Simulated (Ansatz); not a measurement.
Reaction: CH3GeO (SMILES O=[CH][GeH2], doublet) → CH3GeO (SMILES O=[C][GeH3], doublet)
Each species at its own B3LYP-D3(BJ)/def2-TZVP minimum (Ansatz, an electronic-structure program).

Property: isomerisation energy (electronic), in kJ/mol. Open shells are spin-unrestricted; no spin-orbit coupling. Correlated methods leave the cores frozen (noble-gas shells, and filled d and f shells in the p block). No relativity. CBS(X,Y): correlation extrapolated as X^-3, Hartree-Fock from the larger set. A bracket is a step between two methods taken in the basis named. Double hybrids freeze cores in their MP2 part. The UHF reference of CH3GeO (O=[CH][GeH2], doublet) is spin-contaminated (<S^2> up to 0.07 over the pure value in the sets run).

CCSD(T)/CBS(cc-pVTZ,cc-pVQZ) + [CCSDT(Q) - CCSD(T)]/cc-pVDZ (Ansatz) gives -8.3 kJ/mol.

Task: How far off this value is PBE/def2-TZVPD (Ansatz), in which direction, and how far these levels: r2SCAN/def2-TZVPD, B3LYP/def2-TZVPD, PBE0/def2-TZVPD, B2PLYP/def2-TZVPD, CCSD(T)/CBS(cc-pVTZ,cc-pVQZ)?

Result: PBE gives 2.9 kJ/mol, 11.2 kJ/mol above it. Differences of the others: r2SCAN/def2-TZVPD (Ansatz) 4.3; B3LYP/def2-TZVPD (Ansatz) 0.8; PBE0/def2-TZVPD (Ansatz) 5.6; B2PLYP/def2-TZVPD (Ansatz) -2.8; CCSD(T)/CBS(cc-pVTZ,cc-pVQZ) (Ansatz) -0.6 kJ/mol.
